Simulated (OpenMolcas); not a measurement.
## I5+: effect of the level shift or regulariser

```json
{
  "Program": "OpenMolcas",
  "Basis": "ANO-RCC-VTZP [7s6p4d2f1g]",
  "Scalar Hamiltonian": "DKH2, point nucleus",
  "Active space": "2 electrons in 4 orbitals (5s 5p)",
  "State averaging": "2S+1 = 3 even, 3 roots; 2S+1 = 1 even, 7 roots; 2S+1 = 3 odd, 3 roots; 2S+1 = 1 odd, 3 roots",
  "Spin-orbit coupling": "state interaction with AMFI integrals over the reference wave functions, term energies averaged over their components"
}
```

Methods on the same reference wave functions:
A. CASSCF
B. MS-CASPT2, IPEA 0.25 Eh, imaginary shift 0.1 Eh (closed shells correlated: 4d)
C. MS-CASPT2, IPEA 0.25 Eh, real shift 0.2 Eh (closed shells correlated: 4d)

Energies in eV above 5s2 1S0, the measured ground level; measured values from the list in Rauch et al., Astron. Astrophys. 606, A105 (2017).

```json
{"Level": "5s2 1S0", "A": "0.0000", "B": "0.0000", "C": "0.0000", "Measured": "0.0000"}
{"Level": "5s 5p 3P* 0", "A": "10.1376", "B": "10.783", "C": "10.776", "Measured": "10.6212"}
{"Level": "5s 5p 3P* 1", "A": "10.5959", "B": "11.207", "C": "11.200", "Measured": "11.0670"}
{"Level": "5s 5p 3P* 2", "A": "11.7504", "B": "12.396", "C": "12.389", "Measured": "12.3594"}
{"Level": "5s 5p 1P* 1", "A": "16.9942", "B": "15.728", "C": "15.731", "Measured": "15.7985"}
{"Level": "5p2 3P0", "A": "24.8926", "B": "25.116", "C": "25.110", "Measured": "24.8074"}
{"Level": "5p2 3P1", "A": "25.7536", "B": "26.067", "C": "26.061", "Measured": "25.8475"}
{"Level": "5p2 1S0", "A": "31.3574", "B": "30.476", "C": "30.472", "Measured": "30.4578"}
```

Deviations, from unrounded energies. A percentage is the sum of absolute deviations over the sum of measured energies, with the sign that they share, or ± where signs differ.

| Against measurement | Levels | A | B | C |
| --- | --- | --- | --- | --- |
| mean absolute deviation (cm-1) | 7 | 4400 | 1100 | 1100 |
| other configurations (%) | 7 | ±2.9 | ±0.7 | ±0.7 |

B, C lie about equally close to measurement and A furthest from it. The largest miss of C in the table is 5p2 3P0, by +2400 cm-1. The ranking rests on the paired levels alone, and a cruder setting can come out closer through cancelling errors.

Between B and C the level of the table that moves most is 5s 5p 3P* 0, by 53 cm-1 (lowest in C, highest in B). Moves below CASPT2's spread within the term are not significant.

The lowest spin-free term lies below A's lowest term by 0.417 hartree in B, 0.417 hartree in C.

Over all roots computed the reference weight is 0.90 to 0.95 in B; the roots of lowest weight are the least certain, and an intruder state may touch them. The ¹D term of p² mixes with s d, which this space lacks. Measured partners are found by configuration, term and J. A level has none where our copy of the source lacks it or the pairing is in doubt (some pairs that miss far off the trend of their configuration count as doubtful), and it then counts in no deviation. Only configurations of the active space appear. Levels that lie high or do not pair safely by name in every column are left out.

* marks odd parity.
